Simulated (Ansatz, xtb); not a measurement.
**ClF2H4OSi2+: which of two isomers lies lower**

We compare a, `F[SiH](F)[OH+][SiH2]Cl`, a singlet, with b, `F[SiH2][OH+][Si@H](F)Cl`, a singlet. Both are isolated ions in the gas phase, relaxed with PBE-D3(BJ)/def2-SVP; the shapes shown needn't be the lowest conformers.

a (Å):

```
atom    x (Å)    y (Å)    z (Å)
  Cl   1.7235   0.3439  -1.5326
   F  -0.5124  -2.1986   1.0783
   F  -1.2426   0.3133   0.5170
   O   1.1070  -0.1162   1.4653
  Si  -0.5898  -0.6864   1.5850
  Si   1.7859   1.1807   0.3076
   H  -1.0439  -0.5261   2.9757
   H   1.7923  -0.6850   1.8879
   H   3.1537   1.2957   0.8772
   H   0.8213   2.2874   0.5175
```

b (Å):

```json
{"atom": "Cl", "x (Å)": "1.3044", "y (Å)": "1.4996", "z (Å)": "-1.7193"}
{"atom": "F", "x (Å)": "-2.3429", "y (Å)": "1.8627", "z (Å)": "-1.6963"}
{"atom": "F", "x (Å)": "0.9064", "y (Å)": "-1.2662", "z (Å)": "-0.4699"}
{"atom": "O", "x (Å)": "-0.9897", "y (Å)": "-0.4544", "z (Å)": "-2.0313"}
{"atom": "Si", "x (Å)": "-2.1119", "y (Å)": "0.7451", "z (Å)": "-2.8289"}
{"atom": "Si", "x (Å)": "0.8256", "y (Å)": "-0.4479", "z (Å)": "-1.8505"}
{"atom": "H", "x (Å)": "-3.3201", "y (Å)": "-0.0811", "z (Å)": "-3.0616"}
{"atom": "H", "x (Å)": "-1.2721", "y (Å)": "1.2253", "z (Å)": "-3.9506"}
{"atom": "H", "x (Å)": "-1.4170", "y (Å)": "-1.1043", "z (Å)": "-1.4227"}
{"atom": "H", "x (Å)": "1.3572", "y (Å)": "-1.1911", "z (Å)": "-3.0099"}
```

Task: Estimate which is lower in electronic energy at CCSD(T)/def2-SVP + ΔMP2/def2-TZVPP, and by roughly how much.

Result: Too close to call at this level: CCSD(T)/def2-SVP + ΔMP2/def2-TZVPP gives E(b) − E(a) = +6.18 kJ/mol.

The same difference at several levels:

| level | geometry | E(b) − E(a) (kJ/mol) | departure from the last row (kJ/mol) | job, with rough time for the two |
| --- | --- | --- | --- | --- |
| PBE-D3(BJ)/def2-SVP | PBE-D3(BJ)/def2-SVP | +4.54 | −1.64 | optimisation, 84 s |
| HF/def2-SVP | PBE-D3(BJ)/def2-SVP | +6.77 | +0.59 | part of the CCSD(T) run |
| MP2/def2-SVP | PBE-D3(BJ)/def2-SVP | +6.00 | −0.18 | part of the CCSD(T) run |
| CCSD(T)/def2-SVP | PBE-D3(BJ)/def2-SVP | +6.34 | +0.16 | single point |
| CCSD(T)/def2-SVP + ΔMP2/def2-TZVPP | PBE-D3(BJ)/def2-SVP | +6.18 |  | single point, 58 s |

As drawn, both hold the same kinds of bond in the same numbers.

The largest departure from CCSD(T)/def2-SVP + ΔMP2/def2-TZVPP is that of PBE-D3(BJ)/def2-SVP, 1.64 kJ/mol. Levels run at GFN2-xTB geometries aren't shown. The last row adds to CCSD(T) the change of the MP2 difference between the two basis sets, here −0.16 kJ/mol.

With harmonic frequencies from PBE-D3(BJ)/def2-SVP (ideal gas, rigid rotor, one conformer each, 298.15 K, 1 atm): on the last row, ΔE + ΔZPE = +6.29 kJ/mol. A mode under 50 cm⁻¹ makes harmonic enthalpies and free energies unreliable, so none is given.

The correlated steps freeze 18 core orbitals. Run with Ansatz 0.2.0; the last row on 2 threads of Arm Neoverse V1 on a shared host.
